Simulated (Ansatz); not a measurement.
`F[SiH2]N[SiH](F)F` → `N[SiH](F)F` + `F[SiH]`  (silylene formation by 1,1-elimination)

Computed with Ansatz on PBE0-D4/def2-TZVP structures; ΔE is electronic, products minus reactants. CBS: MP2 limit from def2 TZ/QZ plus the TZ coupled-cluster correction, frozen cores. This one scheme is used for every species. DFT in def2-TZVPP. Each species was taken in one conformer, which may not be the lowest.

```
         level  ΔE (eV)
   LDA (SPW92)     3.04
       PBE0-D4     2.94
       ωB97M-V     2.80
      PBE-QIDH     3.06
          BLYP     2.46
  MP2/def2-SVP     2.96
 HF/def2-QZVPP     2.86
CCSD/CBS(def2)     2.89
```

Q: What does CCSD(T)/CBS give? (An estimate is asked.)

A: Computed: +2.91 eV. The listed levels differ from it by 0.13, 0.03, -0.11, 0.15, -0.45, 0.05, -0.05, -0.02 eV.

Largest T1 diagnostic among the species: 0.015.

The D4 term adds +0.15 eV with B3LYP and +0.08 eV with PBE0; it sums over pairs of atoms, weighted by their polarisabilities, and B3LYP, whose exchange is more repulsive, gets the larger term. From PBE to PBE0 (25 % exact exchange), in def2-TZVPP and without D4, ΔE moves by +0.18 eV.

B3LYP here is the variant with VWN-RPA as its local correlation; programs differ in this.
